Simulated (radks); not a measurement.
Task: Spherical quantum dot in the effective-mass picture: electrons in a parabolic well V = omega^2 r^2 / 2 with omega = 0.635, all in effective atomic units (hartree* = m*/eps^2 hartree, bohr* = eps/m* bohr), one dielectric constant everywhere. Calculated with a radial shooting solver with Libxc functionals: non-relativistic Kohn-Sham, exchange-only LDA, spin-polarised, spherical densities. Levels are named by radial order and angular momentum (1s, 1p, 1d, 2s, ...), and open shells are averaged over m. Results are scaled to m* = 0.084 and eps = 5.6, for which hartree* = 72.89 meV and bohr* = 3.528 nm. At N = 14 the configuration is 1s2 1p6 1d(up 5, down 1). Does electron 15 go into 2s down or 1d down or 2s up?

Result: Into 1d down. The total energies of the other choices lie higher by 1.60 meV (2s up), 4.79 meV (2s down).
